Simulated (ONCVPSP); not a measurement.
## Building the ONCV potential for Ho (Z = 67) (PBE, scalar-relativistic).

ONCVPSP 4.0.1 input, shortened (lines: element, Z, core and valence counts, functional; n l f; lmax; l rc ep ncon nbas qcut; lloc lpopt rc5 dvloc0; l nproj debl; icmod fcfact rcfact), PBE, scalar-relativistic:

```
  Ho 67.00   10    2        4      upf
    1    0    2.00
    2    0    2.00
    2    1    6.00
    3    0    2.00
    3    1    6.00
    3    2   10.00
    4    0    2.00
    4    1    6.00
    4    2   10.00
    4    3   10.00
    5    0    2.00
    5    1    6.00
    3
    0    2.15    0.00    5    9    4.60
    1    2.05    0.00    3    6    5.60
    2    2.05    0.18    4    8    5.50
    3    1.70    0.09    4    9    5.80
    4    4    1.30    1.00
    0    2    1.60
    1    2    0.90
    2    2    0.80
    3    3    3.10
    3    3.00    1.05
```

In the s channel the program set the typed energies aside and used -2.945, 0.050 Ha. In the p channel the program set the typed energies aside and used -2.003, 0.250 Ha. In the d channel the program set the typed energies aside and used 0.050, 0.850 Ha.

All-electron outer shells of the reference configuration (PBE, scalar-relativistic, ld1.x):

```tsv
shell	level (eV)	outermost node (bohr)	outermost maximum (bohr)
4f	-35.09	–	0.52
```

Task: Does the generator finish with these settings?

Result: Yes, a potential is produced and its reference levels are reproduced.

Task: Estimate the cutoffs (Ha) at which the residual kinetic energy of the hardest occupied pseudo-wave falls to 1 and 0.1 mHa per electron.

Result: 9.7 Ha and 41 Ha.

Task: Does the potential have ghost states?

Result: Ghosts flagged at negative energy: f at -31.8 eV (a further GHOST(-) flag falls on a real empty level of the atom); GHOST(+) flagged for s at 113.6 eV. A true bound ghost makes a file unfit for plane-wave use.

Task: Which valence shell sets the plane-wave cutoff?

Result: 5s: 10 Ha for 1 mHa per electron, against 8 Ha for 5p.

Its largest configuration-test error is +142 meV (5s2 5p6 5d1 6s1.5). 1 of 4 tests not solved or not reliable.
